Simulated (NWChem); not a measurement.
C2H8AlN; SMILES C[N](C)[AlH2]

```xyz
12

Al     0.0000     0.0000     1.4806
H      0.0000     1.4098     2.2086
H      0.0000    -1.4098     2.2086
N      0.0000     0.0000    -0.3094
C      0.0000    -1.2098    -1.1203
C      0.0000     1.2098    -1.1203
H     -0.8872    -1.2582    -1.7724
H      0.8872    -1.2582    -1.7724
H      0.0000    -2.1000    -0.4831
H      0.8872     1.2582    -1.7724
H     -0.8872     1.2582    -1.7724
H      0.0000     2.1000    -0.4831
```
Atoms are numbered in this order, from 1.

Computed with NWChem. Medium grid unless said otherwise, to which SCAN and Minnesota functionals are sensitive. Geometry: optimised at B3LYP/6-31G* (spherical d).

Question: Order these by “highest occupied level (eV)”, lowest first: PBE/def2-TZVP; B3LYP/def2-TZVP; PW6B95/def2-TZVP; M06-2X/def2-TZVP.

Answer: M06-2X/def2-TZVP (-7.69), PW6B95/def2-TZVP (-6.56), B3LYP/def2-TZVP (-6.25), PBE/def2-TZVP (-5.26)
